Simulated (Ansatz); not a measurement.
Program: Ansatz. Geometries: PBE0-D4/def2-TZVP. ΔE: electronic, gas phase. CCSD(T)/CBS is the MP2 limit (def2-TZVPP, def2-QZVPP) plus CCSD(T) − MP2 in def2-TZVPP, frozen cores. Functionals use def2-TZVPP. def2 core potentials past Kr. For Br, In outer-core shells are correlated without core-valence functions, which leaves a few kJ/mol of doubt a bond. Scalar relativity is left out up to krypton. One conformer a species, not always the lowest.

Consider the ligand exchange at the In–C bond: `C=C[CH2][InH2]` + HBr → `[Br][InH2]` + propene.

CCSD(T)/CBS gives -1.64 eV.

Task: Another level gave -1.60 eV. Which?
A. RPA@PBE/def2-TZVPP
B. LDA (SPW92)/def2-TZVPP
C. r2SCAN-D4/def2-TZVPP
D. revPBE-D4/def2-TZVPP

Result: D. revPBE-D4 -1.60, r2SCAN-D4 -1.67, LDA (SPW92) -1.45, RPA@PBE/def2-TZVPP -1.56 eV.

Task: What do rigid-rotor, harmonic-oscillator terms from PBE0-D4/def2-TZVP frequencies (298.15 K, 1 bar) make of the CCSD(T)/CBS value? (Best estimate.)

Result: Computed: ΔZPE = +0.13 eV, ΔH = -1.53 eV, ΔS = 18 J/(mol·K), ΔG = -1.58 eV.

Largest T1 diagnostic among the species: 0.013.

The D4 term adds +0.09 eV with B3LYP and +0.05 eV with PBE0; it sums over pairs of atoms, weighted by their polarisabilities, and B3LYP, whose exchange is more repulsive, gets the larger term. From PBE to PBE0 (25 % exact exchange), in def2-TZVPP and without D4, ΔE moves by −0.09 eV. At CCSD(T), def2-SVP lies −0.13 eV from the extrapolated value and def2-TZVPP +0.01 eV.

B3LYP here is the variant with VWN-RPA as its local correlation; programs differ in this.
